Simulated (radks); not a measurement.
Results of a calculation; reference values are marked as such.
Yb III, configuration [Xe] 4f14.

Code: a radial shooting solver on a logarithmic mesh with Libxc functionals. Model: scalar-relativistic Kohn-Sham, SCAN, spin-polarised, spherical densities, finite nucleus; meta-GGA in the generalised Kohn-Sham scheme; Fermi nuclear charge, rms radius 5.3108 fm.

Energy parts (Ry):
part                       energy
total                 -28119.1203
kinetic                30637.5235
electron-nucleus      -69140.5185
Hartree                10971.2582
exchange-correlation    -587.3835

Orbitals (lengths in bohr, moments of r in powers of bohr):
| orbital | occ. | eigenvalue (Ry) | <r> | <r^2> |
|---|---|---|---|---|
| 1s | 2 | -4507.329 | 0.01966 | 0.0005301 |
| 2s | 2 | -766.3465 | 0.08329 | 0.008204 |
| 2p | 6 | -675.2630 | 0.07414 | 0.006714 |
| 3s | 2 | -174.3427 | 0.2164 | 0.05355 |
| 3p | 6 | -146.6995 | 0.2161 | 0.05413 |
| 3d | 10 | -113.0246 | 0.1962 | 0.04515 |
| 4s | 2 | -35.50869 | 0.4878 | 0.2686 |
| 4p | 6 | -26.39476 | 0.5180 | 0.3053 |
| 4d | 10 | -14.36658 | 0.5603 | 0.3646 |
| 5s | 2 | -5.18348 | 1.206 | 1.639 |
| 5p | 6 | -3.12266 | 1.439 | 2.358 |
| 4f | 14 | -1.29815 | 0.7775 | 0.8254 |

The highest occupied level is 4f at -17.662 eV. The density falls to 0.001 e/bohr^3 at r = 3.28 bohr. The electron density at the nucleus is 1.085e+06 e/bohr^3 (large components only). Summed over all electrons, <r^2> = 35.94 bohr^2, which gives a Langevin (diamagnetic) susceptibility term of -28.5 x 10^-6 cm^3/mol.
